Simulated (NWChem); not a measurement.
System: C₄H₈O; SMILES C=CCOC

The following NWChem deck was run.

```
start job
memory heap 200 mb stack 900 mb global 1100 mb
geometry units angstroms noautoz
  C     -0.117372     2.450851    -0.275515
  C      0.369582     1.321344     0.236749
  C     -0.379593     0.022224     0.291191
  O      0.449720    -1.008030    -0.219321
  C     -0.143823    -2.282513    -0.114105
  H     -1.106965     2.495034    -0.726222
  H      0.450475     3.377135    -0.261706
  H      1.368097     1.297827     0.672005
  H     -0.655784    -0.210080     1.337420
  H     -1.320044     0.092492    -0.282016
  H     -0.374205    -2.541648     0.932957
  H     -1.077041    -2.350638    -0.697439
  H      0.573367    -3.006873    -0.509290
end
basis spherical
  * library def2-tzvp
end
dft
  xc r2scan
  iterations 150
  semidirect filesize 400000000
  mulliken
end
task dft energy
```

Coordinates come from a B3LYP/6-31G* (spherical d) optimisation.

**Question.** Predict the main results of this run. (r2SCAN/def2-TZVP.) Quantities: energy (Ha); highest occupied level (eV); orbital gap (eV); dipole (D).

**Answer.** 
```json
{
 "energy (Ha)": "-232.37",
 "highest occupied level (eV)": "-6.17",
 "orbital gap (eV)": "5.43",
 "dipole (D)": "1.16"
}
```
